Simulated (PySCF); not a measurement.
**Magnetisability: `InChI=1S/C6H8OS/c1-5-4-6(8)2-3-7-5/h1-4H2`**

Geometry (Å), atoms numbered from 1 in this order:
```xyz
16

C     2.3196    0.5599    0.7826
C     1.1046    0.3863    0.2811
C     0.6018   -0.9450   -0.2184
C    -0.7452   -1.2488    0.3489
S    -1.1776   -2.7371    0.8274
C    -1.6539   -0.0678    0.4592
C    -1.0571    1.1363   -0.2666
O     0.2355    1.4396    0.2081
H     3.0146   -0.2539    0.8489
H     2.6405    1.5238    1.1302
H     0.5016   -0.8941   -1.3113
H     1.3110   -1.7383    0.0136
H    -1.7755    0.1717    1.5214
H    -2.6454   -0.3058    0.0688
H    -1.0312    0.9467   -1.3500
H    -1.6509    2.0355   -0.0877
```

Computed with GIAO HF/pcSseg-1 magnetisability, rotational g tensor and spin-rotation constants, non-relativistic, gas phase (PySCF). Geometry: GFN2-xTB.

Problem. How diamagnetic is it, and how anisotropic?

Solution. Isotropic -1180 × 10⁻³⁰ J/T², or -71.1 × 10⁻⁶ cm³/mol; principal values -1407, -1152, -982 × 10⁻³⁰ J/T², anisotropy 370 × 10⁻³⁰ J/T² (root of half the summed squared differences of the principal values). The susceptibility is in cgs units.

Problem. Split it along the inertial axes a, b, c into diamagnetic and paramagnetic parts about the centre of mass, with the quadrupole moment.

Solution. 
| axis | χ (10⁻⁶ cm³/mol) | diamagnetic (10⁻⁶ cm³/mol) | paramagnetic (10⁻⁶ cm³/mol) | summed x² of all electrons (Å²) | quadrupole Θ (D Å) |
| --- | --- | --- | --- | --- | --- |
| a | -63.4 | -522.3 | 458.9 | 209.2 | -14.70 |
| b | -69.0 | -994.8 | 925.8 | 97.9 | +10.96 |
| c | -80.9 | -1302.9 | 1222.0 | 25.2 | +3.74 |

Anisotropies 2χaa − χbb − χcc = +23.0 and 2χbb − χaa − χcc = +6.3 × 10⁻⁶ cm³/mol. Θ is traceless in Buckingham's convention.

Problem. And the rotational g tensor?

Solution. 
| axis | rotational constant (GHz) | g | nuclear part | electronic part |
| --- | --- | --- | --- | --- |
| a | 3.0766 | -0.0441 | 0.6192 | -0.6633 |
| b | 1.2907 | -0.0243 | 0.5371 | -0.5614 |
| c | 0.9767 | -0.0110 | 0.5497 | -0.5607 |

Asymmetric top; isotopes 12C, 1H, 16O, 32S; no vibrational averaging.
